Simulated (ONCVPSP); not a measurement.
Transferability test, ONCV potential for Mn

| Property | Result |
| --- | --- |
| Element | Mn (Z = 25) |
| Generator | ONCVPSP 4.0.1 |
| Type | optimised norm-conserving Vanderbilt (ONCV) |
| Functional | PBEsol |
| Relativity | scalar-relativistic |
| Frozen core | [Ne] |
| Valence charge | 15 |
| Reference configuration | 3s2 3p6 3d5 4s2 |
| Partial waves | 3s+4s: rc 1.25 bohr, ncon 4, nbas 8, qcut 12.5 1/bohr, 2 projectors; 3p: rc 1.30 bohr, ncon 4, nbas 9, qcut 11.5 1/bohr, 1 projector; 3d: rc 1.75 bohr, ncon 4, nbas 9, qcut 7.3 1/bohr, 2 projectors, debl 1.8 Ha |
| Local potential | polynomial inside 1.05 bohr (lpopt 5, dvloc0 3 Ha) |
| Core correction | polynomial model core, fcfact 0.45 |

Energies are relative to the spin-unpolarised reference configuration 3s2 3p6 3d5 4s2; without spin polarisation the order of configurations can differ from experiment.

Give the all-electron excitation energy and the error of the potential for: 3s2 3p6 3d5 4s1; 3s2 3p6 3d5 4s0; 3s2 3p6 3d4 4s0; 3s2 3p5 3d5 4s2.

```json
{"valence configuration": "3s2 3p6 3d5 4s1", "charge": "+1", "ΔE all-electron (eV)": "8.433", "error AE − PS (meV)": "+1.9"}
{"valence configuration": "3s2 3p6 3d5 4s0", "charge": "+2", "ΔE all-electron (eV)": "23.945", "error AE − PS (meV)": "+11"}
{"valence configuration": "3s2 3p6 3d4 4s0", "charge": "+3", "ΔE all-electron (eV)": "56.425", "error AE − PS (meV)": "+77"}
{"valence configuration": "3s2 3p5 3d5 4s2", "charge": "+1", "ΔE all-electron (eV)": "61.872", "error AE − PS (meV)": "-271"}
```
